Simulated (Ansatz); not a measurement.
Reaction (cleavage of the B–Ge bond): `[BH2][GeH2][O]C` + `C[SiH2][SiH2]S` → `BS[SiH2][SiH2]C` + `C[O][GeH3]`

Isolated molecules relaxed with PBE0-D4/def2-TZVP in Ansatz; ΔE leaves out vibrations. CBS: MP2 limit from def2 TZ/QZ plus the TZ coupled-cluster correction, frozen cores. Functionals use def2-TZVPP. For Ge outer-core shells are correlated without core-valence functions, which leaves a few kJ/mol of doubt a bond. Scalar relativity is left out up to krypton. One conformer a species, not always the lowest.

```csv
level,ΔE (kJ/mol),difference from CCSD(T)/CBS
B2PLYP,-106.3,-2.8
PBE,-106.2,-2.7
PBE0,-104.9,-1.4
HF/def2-TZVPP,-96.3,7.2
SCS-MP2/def2-TZVPP,-107.4,-3.9
CCSD(T)/def2-TZVPP,-105.1,-1.6
MP2/def2-QZVPP,-111.4,-7.9
SCS-MP2/def2-QZVPP,-107.2,-3.7
MP2/CBS(def2),-110.5,-7.0
CCSD/CBS(def2),-99.4,4.1
CCSD(T)/CBS,-103.5,0
```

Largest T1 diagnostic among the species: 0.014.

The D4 term adds −4.4 kJ/mol with B3LYP and −2.4 kJ/mol with PBE0; it sums over pairs of atoms, weighted by their polarisabilities, and B3LYP, whose exchange is more repulsive, gets the larger term. In def2-TZVPP, CCSD(T) changes the Hartree–Fock value by −8.9 kJ/mol (the triples alone add −4.2 kJ/mol) and MP2 by −15.8 kJ/mol.

B3LYP here is the variant with VWN-RPA as its local correlation; programs differ in this.
